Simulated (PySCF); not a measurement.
Spectroscopy problems

[PySCF 2.14.0 with density-fitted response routines: GFN2-xTB geometry; σ from GIAO-PBE0/pcSseg-1; non-relativistic; fast rotation and ring inversion assumed for equivalent nuclei; one computed conformer; isolated molecule]

Referencing at the same level of theory: $^{1}$H (31.72 ppm), $^{13}$C (186.93 ppm) against TMS. Where no couplings were computed, multiplicities follow the n + 1 count of equivalent neighbours, and m marks all less simple cases (inequivalent or close neighbours, rings, F or P nearby). Shifts are as computed. Against solution values, carbons near 30 ppm lie about +3 ppm off and those near 130 ppm about +5 ppm. Of 1309 compounds with measured shifts, 239 miss one by over three times the rms of a fit or turn the order of signals round; such compounds aren't used in these exercises.

(1) C6H9NOSi. $^{1}$H NMR (500 MHz, computed): δ 9.05 (d, 1H), 8.01 (m, 1H), 7.90 (m, 1H), 7.34 (m, 1H), 5.19 (s, 2H), 4.02 (s, 3H). $^{13}$C{$^{1}$H} NMR (computed): δ 168.2, 155.1, 139.9, 136.5, 128.0, 54.2. What is it?

(2) C6H9NOSi. $^{1}$H NMR (400 MHz, computed): δ 6.53 (m, 1H), 5.16 (m, 1H), 5.06 (m, 1H), 4.92 (m, 1H), 4.76 (m, 1H), 1.54 (m, 1H), 1.41 (m, 3H). $^{13}$C{$^{1}$H} NMR (computed): δ 151.8 (CH), 124.5 (C), 122.1 (C), 67.8 (CH2), 21.3 (CH), 20.3 (CH3). Give a structure.

Answers

(1) `CO[SiH2]c1ccccn1`. The formula gives 4 degrees of unsaturation (1 ring in the answer). 6 carbon signals for 6 carbons: no two carbons are equivalent. Carbon types of the structure: 1 × C, 4 × CH, 1 × CH3, leaving 2 H on heteroatoms. δC 168.2: substituted aromatic carbon next to a ring nitrogen. δC 155.1: aromatic CH next to a ring nitrogen; the adjacent pyridine-type nitrogen withdraws density from it. δC 139.9, 136.5, 128.0: aromatic CH; the aromatic region. δH 9.05: hydrogen on an aromatic CH next to a ring nitrogen; ring current plus the neighbouring ring nitrogen.

The shifts were computed for this structure.

(2) SMILES C[C@@H]1[SiH2]OCC=C1C#N. The formula gives 4 degrees of unsaturation (1 ring in the answer). 6 carbon signals for 6 carbons: no two carbons are equivalent. Carbon types of the structure: 2 × C, 2 × CH, 1 × CH2, 1 × CH3, leaving 2 H on heteroatoms. δC 151.8: alkene CH; as expected for a trigonal carbon in a double bond. δC 124.5: nitrile carbon; typical of a nitrile. δC 122.1: fully substituted alkene carbon; the olefinic region. δC 67.8: allylic sp3 CH2 bonded to O; the inductive effect lowers its shielding.

The shifts were computed for this structure.
